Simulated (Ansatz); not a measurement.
Calculated with Ansatz (gas phase, PBE0-D4/def2-TZVP geometries, no zero-point term in ΔE). CBS: MP2 limit from def2 TZ/QZ plus the TZ coupled-cluster correction, frozen cores. DFT in def2-TZVPP. def2 core potentials past Kr. For In, Se outer-core shells are correlated without core-valence functions, which leaves a few kJ/mol of doubt a bond. Scalar relativity is left out up to krypton. One conformer a species, not always the lowest.

Reaction (ligand exchange at the Se–In bond): `C[Se][InH][Cl]` + `[SiH3][SeH]` → `C[Se][Se][SiH3]` + `[Cl][InH2]`

Is it downhill or uphill in electronic energy at CCSD(T)/CBS, and by how much? (An estimate is asked.)

Ansatz gave: Uphill: ΔE = +99.1 kJ/mol.

What do these levels give: PBE0-D4, r2SCANh-D4, BHLYP-D4, CAM-B3LYP-D4, PBE, r2SCAN, r2SCANh, HF/def2-SVP, CCSD/def2-SVP, MP2/def2-TZVPP, SCS-MP2/def2-TZVPP, CCSD(T)/def2-TZVPP? (Best estimate.)

The calculation gave: PBE0-D4 89.6, r2SCANh-D4 94.2, BHLYP-D4 93.3, CAM-B3LYP-D4 91.1, PBE 87.4, r2SCAN 94.1, r2SCANh 95.0, HF/def2-SVP 108.5, CCSD/def2-SVP 106.8, MP2/def2-TZVPP 99.7, SCS-MP2/def2-TZVPP 96.8, CCSD(T)/def2-TZVPP 96.9 kJ/mol.

Largest T1 diagnostic among the species: 0.014.

From PBE to PBE0 (25 % exact exchange), in def2-TZVPP and without D4, ΔE moves by +4.7 kJ/mol. Leaving LDA and LC-ωPBE aside and taking each functional with its dispersion term where it has one, the values, not all of them listed here, spread over 17.2 kJ/mol, from revPBE-D4 to PBE-QIDH. The D4 term adds −4.8 kJ/mol with B3LYP and −2.5 kJ/mol with PBE0; it sums over pairs of atoms, weighted by their polarisabilities, and B3LYP, whose exchange is more repulsive, gets the larger term.

B3LYP here is the variant with VWN-RPA as its local correlation; programs differ in this.
